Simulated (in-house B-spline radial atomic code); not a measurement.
Results of a calculation; reference values are marked as such.
## Making a Troullier-Martins d channel for Rb, r_c = 0.88 bohr

Rb, [Kr] 5s1, non-relativistic LDA (VWN5), spherical and spin-unpolarised, from an all-electron radial atomic-structure program (B-spline basis) (atomic units). The all-electron 3d level is ε = -3.915507 hartree and its outer maximum at 0.39 bohr.

Inside r_c the pseudo-orbital is u(r) = r^3 exp(p(r)), with p = c0 + c2 r² + c4 r⁴ + … + c12 r¹². The seven coefficients follow from p and its first four derivatives at r_c, from zero curvature of the screened potential at the origin, c4 = −c2²/(2l + 5), and from the norm inside r_c. At r_c the all-electron orbital has P = 0.6537038, P' = -1.475557, the screened potential V = -5.936638, V' = 14.26002, V'' = -48.65419, and the norm inside is Q = 0.9121158.

Q: What are p, p' and p'' at r_c?

A: p = ln(P/r_c^3) = ln(0.6537038/0.681472) = -0.04160. p' = P'/P − 3/r_c = -2.25723 − 3.40909 = -5.66632. The radial equation gives p'' = 2(V − ε) − 2(3) p'/r_c − p'² = -4.04226 − (-38.63398) − 32.10715 = 2.48457. Differentiating, p''' = 2V' + 2(3)p'/r_c² − 2(3)p''/r_c − 2p'p'' = -4.1657, and p'''' = 2V'' − 4(3)p'/r_c³ + 4(3)p''/r_c² − 2(3)p'''/r_c − 2p''² − 2p'p''' = 9.8178.

For a trial c2 the five matching conditions are linear in c0, c6, c8, c10 and c12, and c2 is varied until the norm inside r_c equals Q. The root nearest zero gives:

```
 n        c_n
 0   4.555547
 2  -8.362606
 4  -7.770353
 6    43.7862
 8  -66.48943
10   45.78083
12  -12.21258
```

Q: Check c4 and p(r_c), and find the screened pseudopotential at the origin.

A: −c2²/9 = -7.77035, as listed. The terms c_n r_c^n are 4.55555, -6.47600, -4.65984, 20.33449, -23.91190, 12.75001, -2.63390, which sum to -0.04160. Inverting the radial equation, V_l(r) = ε + 3 p'/r + (p'' + p'²)/2, so V_l(0) = ε + (2l + 3) c2 = -3.915507 + 7 × (-8.36261) = -62.4537 hartree, finite where the all-electron potential diverges.

Orbitals and screened potentials:

```tsv
r (bohr)	P	u	V all-electron	V pseudo
0.088	0.2322	0.06075	-299.3	-62.34
0.22	1.013	0.6669	-81.32	-58.65
0.352	1.367	1.4	-36.67	-44.54
0.484	1.319	1.471	-20.04	-24.02
0.616	1.108	1.159	-12.4	-10.27
0.748	0.8682	0.8711	-8.34	-6.916
0.88	0.6537	0.6537	-5.937	-5.937
```

Logarithmic derivatives P'/P at R = 1.18 bohr, for energies E around ε:

| E − ε (hartree) | all-electron | pseudo |
| --- | --- | --- |
| -0.5 | 1.03209 | 1.04964 |
| -0.25 | 0.0626438 | 0.0727996 |
| -0.1 | -1.09074 | -1.08744 |
| 0 | -2.53101 | -2.53102 |
| 0.1 | -5.58433 | -5.56849 |
| 0.25 | -56.1662 | -51.4284 |
| 0.5 | 9.00782 | 9.27843 |

Q: With P(R) = 0.3169007 and a norm of 0.9807449 inside R, what slope in energy does norm conservation fix?

A: d(P'/P)/dE = −2 × (norm inside R)/P(R)² = -19.5317 per hartree·bohr at E = ε, for both atoms, since orbital and norm agree at R. Differences over ±0.1 hartree give -22.4679 (all-electron) and -22.4052 (pseudo), which also hold third-order terms. Half a hartree below ε the two curves differ by +0.0175.
